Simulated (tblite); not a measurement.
Species: C5H5F3Ge.
SMILES: `FC(F)(F)C1=[CH][GeH2][CH]=C1`

Level: GFN2-xTB in tblite, geometry and Hessian alike; calculated harmonic values, unscaled, isolated species. Errors from tens to a few hundred cm⁻¹ against measured bands are possible. Modes of hydrogen on germanium can be 10 to 20 % off.

Harmonic wavenumbers (cm⁻¹): 25.5, 98.2, 153.4, 211.2, 247.0, 294.6, 365.0, 432.1, 441.7, 444.0, 509.6, 547.9, 564.5, 595.3, 624.5, 687.1, 700.9, 776.3, 794.8, 809.3, 840.9, 905.3, 1010.8, 1031.4, 1064.7, 1106.1, 1151.8, 1230.0, 1307.2, 1560.4, 1627.6, 2000.5, 2054.5, 3073.6, 3104.6, 3109.0.

A = 2869, B = 597.4, C = 544.5 MHz; mass 195.956 u (most abundant isotopes); point group Cs, symmetry number 1.

What is the zero-point energy?

½Σν̃ = 17751 cm⁻¹ = 212.35 kJ/mol.

What is S at 298.15 K and 1 bar for an ideal gas of classical rigid rotors and harmonic oscillators?

Translation 174.68, rotation 126.45, vibration 107.41: S = 408.5 J/(mol K).

And Cp and H(298.15 K) − H(0)?

Cp = 154.81 J/(mol K), of which vibrations give 121.55 (their classical limit is 36 R = 299.3); H(298.15 K) − H(0) = 27.12 kJ/mol without the zero-point energy, 17.20 from vibrations.

Which modes carry the vibrational entropy at 298.15 K?

25.5 cm⁻¹: 25.74; 98.2 cm⁻¹: 14.60; 153.4 cm⁻¹: 11.00; 211.2 cm⁻¹: 8.51; 247.0 cm⁻¹: 7.33; 294.6 cm⁻¹: 6.06 J/(mol K); the other 30 give 34.18 together.

Blend soft modes into free rotors: weight 1/[1 + (100 cm⁻¹/ν̃)⁴] for the oscillator and the rest for a rotor with moment μB/(μ + B), μ = h/(8π²ν), B = 10⁻⁴⁴ kg m². What vibrational entropy results?

97.97 J/(mol K) in place of 107.41, which changes −T·S at 298.15 K by +2.82 kJ/mol.

Hindered rotation and anharmonicity are outside this model.

The values belong to the conformer `[F:1][C:2]([F:3])([F:4])[C:5]1=[CH:6][GeH2:7][CH:8]=[CH:9]1`: F1–C2–C5–C6 1°.
